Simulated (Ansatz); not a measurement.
Input file for Ansatz (an electronic-structure program): R-wB97M-V/def2-TZVPPD on ClH7Si2 (a complex), monomers drawn apart or pushed together. Files ending in .json are basis or fitting sets from the Basis Set Exchange.

Ansatz 0.2 input:
```yaml
crystal:
  periodic: [false, false, false]
  atoms:
    - {symbol: Cl, position_ang: [1.04904831, 0.64379955, -0.35193283]}
    - {symbol: H, position_ang: [-0.00385700, 0.90673945, 0.33811639]}
    - {symbol: Si, position_ang: [1.02128988, -0.55463975, 3.17593092]}
    - {symbol: Si, position_ang: [-1.06203084, 0.50463319, 2.97456969]}
    - {symbol: H, position_ang: [2.11474971, 0.41298154, 2.93083379]}
    - {symbol: H, position_ang: [1.12265595, -1.67409070, 2.21234153]}
    - {symbol: H, position_ang: [1.14810657, -1.08929723, 4.55391438]}
    - {symbol: H, position_ang: [-1.17932489, 1.63106316, 3.93088415]}
    - {symbol: H, position_ang: [-2.16898382, -0.45129204, 3.21528514]}
    - {symbol: H, position_ang: [-1.24689547, 1.06261748, 1.60630926]}
basis:
  gaussian:
    orbitals: def2-TZVPPD.json
hamiltonian:
  xc: {name: wB97M-V}
scf: {lower_state_search: off}
```

Question: What total energy does the run end on?

Answer: -1043.3160 hartree.

Question: How many basis functions does it have, and what does it roughly cost on one machine?

Answer: 266 functions; very roughly 9 core-seconds.
